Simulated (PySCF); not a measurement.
Isomers of C5H11N3Si, one conformer each; single-point electronic energies without zero-point terms and without any empirical dispersion term.

All values: PBE0/pcSseg-1 (PySCF, non-relativistic), each on one gas-phase PBE0-D3(BJ)/def2-SVP geometry that isn't relaxed in the solvent. The solvent is an IEF-PCM continuum (Bondi radii, 1.10 Å for H, scaled by 1.2). Only the electrostatic response of the medium enters.

```json
{"isomer": "`Cc1ncnn1[SiH](C)C`", "relative energy, gas (kJ/mol)": "0.0", "dipole (D)": "3.31"}
{"isomer": "`n1c(n(cn1)[SiH](C)C)C`", "relative energy, gas (kJ/mol)": "35.0", "dipole (D)": "6.50"}
{"isomer": "`C[Si](C)(C)c1cnn[nH]1`", "relative energy, gas (kJ/mol)": "99.6", "dipole (D)": "5.14"}
```

Question: How do the relative energies look in chloroform (ε = 4.711)?

Answer: 
```json
{"isomer": "`Cc1ncnn1[SiH](C)C`", "relative energy, solvent (kJ/mol)": "0.0", "E(solvent) − E(gas) (kJ/mol)": "-22.5", "dipole in solvent (D)": "4.11"}
{"isomer": "`n1c(n(cn1)[SiH](C)C)C`", "relative energy, solvent (kJ/mol)": "20.0", "E(solvent) − E(gas) (kJ/mol)": "-37.4", "dipole in solvent (D)": "7.97"}
{"isomer": "`C[Si](C)(C)c1cnn[nH]1`", "relative energy, solvent (kJ/mol)": "89.7", "E(solvent) − E(gas) (kJ/mol)": "-32.4", "dipole in solvent (D)": "6.27"}
```

The order is unchanged. Conformers: `[CH3:1][c:2]1[n:3][cH:4][n:5][n:6]1[SiH:7]([CH3:8])[CH3:9]` with N5–N6–Si7–C8 -59°; `[CH3:1][c:2]1[n:3][n:4][cH:5][n:6]1[SiH:7]([CH3:8])[CH3:9]` with C5–N6–Si7–C8 56°. `n1c(n(cn1)[SiH](C)C)C` gains most from the continuum, and it has the largest gas-phase dipole. The gains span 14.9 kJ/mol, the gas-phase energies 99.6 kJ/mol.
